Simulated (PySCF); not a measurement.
**Relaxation of doublet IrO(OH)2**

Method: UPBE in PySCF with Ir def2-SVP with ECP60, O def2-SVP, H def2-SVP; scalar-relativistic core potentials, no spin–orbit coupling; density-fitted integrals. A (50,194) grid was used.

A hand-made trigonal pyramidal (heavy-atom frame) start, with no symmetry imposed:

Coordinates in bohr (charge 0 multiplicity 2):
```
Ir    0.0313   -0.0058   -0.3347
O     2.9013   -0.0058    1.1912
O    -1.5120    2.6674    1.3065
O    -1.5120   -2.6790    1.3065
H    -0.8234    4.2541    1.8540
H    -3.2303   -2.8759    1.8540
```

(1) What does it relax to?

(2) How much energy is released, and in how many steps?

Results:

(1) It ends at C2 with Ir–O 1.710 Å, Ir–O 1.877 Å (×2), O–H 0.986 Å (×2); H–O–Ir 108.8° (×2), O–Ir–O 119.5°, O–Ir–O 120.3° (×2) (after a last refinement on a finer grid). A frequency run shows a minimum. Other isomers or separated fragments may lie lower.

(2) 288.6 kJ/mol in 34 steps.

With open d or f shells other occupations or spin states may lie lower. No spin–orbit coupling is included, which matters more the heavier the element.

The relaxation took of the order of 7 core-minutes on a shared host.
